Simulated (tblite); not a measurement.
Compound: C6H8N (doublet state).
Numbering: `[CH2:1][CH2:2][n:3]1[cH:4][cH:5][cH:6][cH:7]1` (hydrogens: H8, H9 on C1; H10, H11 on C2; H12 on C4; H13 on C5; H14 on C6; H15 on C7)

Structure optimised with GFN2-xTB, isolated species. This method treats the open shell by occupation alone, without spin polarisation.

**Question.** What internal coordinates does the optimisation give?

**Answer.** 
```json
{"bond": "C1–C2", "length (Å)": "1.477", "order": "single"}
{"bond": "C2–N3", "length (Å)": "1.438", "order": "single"}
{"bond": "N3–C4, N3–C7", "length (Å)": "1.359", "order": "aromatic"}
{"bond": "C4–C5, C6–C7", "length (Å)": "1.368", "order": "aromatic"}
{"bond": "C5–C6", "length (Å)": "1.408", "order": "aromatic"}
{"bond": "C1–H8, C1–H9", "length (Å)": "1.071", "order": "single"}
{"bond": "C2–H10, C2–H11", "length (Å)": "1.103", "order": "single"}
{"bond": "C4–H12, C7–H15", "length (Å)": "1.073", "order": "single"}
{"bond": "C5–H13, C6–H14", "length (Å)": "1.072", "order": "single"}
```

Bonds in one row agree within 0.01 Å and their mean is given. Orders are formal, as drawn. A selection of angles:
```json
{"angle": "C2–C1–H8", "degrees": "120.2"}
{"angle": "H8–C1–H9", "degrees": "119.7"}
{"angle": "C1–C2–N3", "degrees": "112.6"}
{"angle": "C1–C2–H10", "degrees": "110.2"}
{"angle": "C1–C2–H11", "degrees": "110.7"}
{"angle": "N3–C2–H10", "degrees": "109.0"}
{"angle": "N3–C2–H11", "degrees": "108.2"}
{"angle": "H10–C2–H11", "degrees": "105.9"}
{"angle": "C2–N3–C4", "degrees": "125.3"}
{"angle": "C4–N3–C7", "degrees": "108.7"}
{"angle": "N3–C4–C5", "degrees": "108.6"}
{"angle": "N3–C4–H12", "degrees": "120.9"}
{"angle": "C5–C4–H12", "degrees": "130.4"}
{"angle": "C4–C5–C6", "degrees": "107.0"}
{"angle": "C4–C5–H13", "degrees": "126.4"}
{"angle": "C6–C5–H13", "degrees": "126.6"}
```

Dihedral angles: C1–C2–N3–C4 85° (synclinal). The mirror-image conformer, all signs reversed, is as good.

C5 (carbon bonded to 2 C and H) is planar (angles 126.6°, 126.4° and 107.0°, sum 360.0°, 0.00 Å off the plane of its three neighbours). The C–N distances run from 1.358 Å (N3–C7, aromatic) to 1.438 Å (C2–N3, drawn single), a spread of 0.080 Å. N3 (nitrogen bonded to 3 C) is planar (angles 125.9°, 125.3° and 108.7°, sum 359.9°, 0.03 Å off the plane of its three neighbours). C1 (carbon bonded to C and 2 H) is planar (angles 120.2°, 120.1° and 119.7°, sum 360.0°, 0.01 Å off the plane of its three neighbours). The C–C distances run from 1.368 Å (C4–C5, aromatic) to 1.477 Å (C1–C2, drawn single), a spread of 0.109 Å. The 5-membered ring N3–C4–C5–C6–C7 has internal angles of 107.0° to 108.7° (sum 540°, against 540° for a flat polygon); it is planar, 0.00 Å rms from its mean plane, widest ring torsion 1°. C4 (carbon bonded to C, N and H) is planar (angles 130.4°, 120.9° and 108.6°, sum 360.0°, 0.00 Å off the plane of its three neighbours).

GFN2-xTB frequencies show an imaginary mode (26i cm⁻¹), so the point is no minimum at that level. Torsions: H–C1–C2–N3 14° and -168°, C1–C2–N3–C4 85°.

The numbers are calculated, not measured.
